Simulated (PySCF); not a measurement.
HBN (SMILES [B]=N), doublet, geometry from GFN2-xTB. Base run: PBE0/6-31G in PySCF.

Input for PySCF:
```python
from pyscf import gto, scf, dft

mol = gto.Mole()
mol.atom = '''
    B    -0.00000000   -0.00000000   -0.84064362
    N     0.00000000    0.00000000    0.40129173
    H     0.00000000    0.00000000    1.39417598
'''
mol.basis = '6-31g'
mol.spin = 1
mol.verbose = 4
mol.symmetry = True
mol.build()

mf = dft.UKS(mol)
mf.xc = 'pbe0'
mf.kernel()
mf.analyze()
```

Variants of this job, named by their change:

```csv
change,ΔE vs base (mEh),point group used,SCF cycles
base,0.000,Coov,9
symmetry = off,0.000,C1,9
symmetry_subgroup = C2v,0.000,C2v,9
```

Open shells are given as the SCF converged; they aren't shown to be the lowest states, and a large step between rows can be another state.
